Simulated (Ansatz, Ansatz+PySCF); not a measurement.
```json
{"atom": "C", "x (Å)": "-0.0998", "y (Å)": "-0.6888", "z (Å)": "0.0047"}
{"atom": "N", "x (Å)": "0.1732", "y (Å)": "0.7292", "z (Å)": "-0.0852"}
{"atom": "H", "x (Å)": "-0.8115", "y (Å)": "-1.0032", "z (Å)": "0.7976"}
{"atom": "H", "x (Å)": "-0.5026", "y (Å)": "-1.0530", "z (Å)": "-0.9540"}
{"atom": "H", "x (Å)": "0.8389", "y (Å)": "-1.2397", "z (Å)": "0.1761"}
{"atom": "H", "x (Å)": "-0.6873", "y (Å)": "1.2482", "z (Å)": "-0.2465"}
{"atom": "H", "x (Å)": "0.5488", "y (Å)": "1.0762", "z (Å)": "0.7949"}
```

Basis set: def2-SVP (spherical functions). Left uncorrelated: 2 orbitals. Charge 0, multiplicity 3.

Computed with Ansatz (development build ahead of 0.2.0); each method stands on the lowest determinant of its kind that the runs found.

The atomization energy at this shape (free ground-state atoms in the same class of orbitals less the molecule, no zero-point energy) of triplet CH5N:

```csv
method,atomization energy
UHF-MP2,1628.8 kJ/mol
```

Q: What does UHF give?

A: 1154.2 kJ/mol. Caution: another spin multiplicity may lie lower.
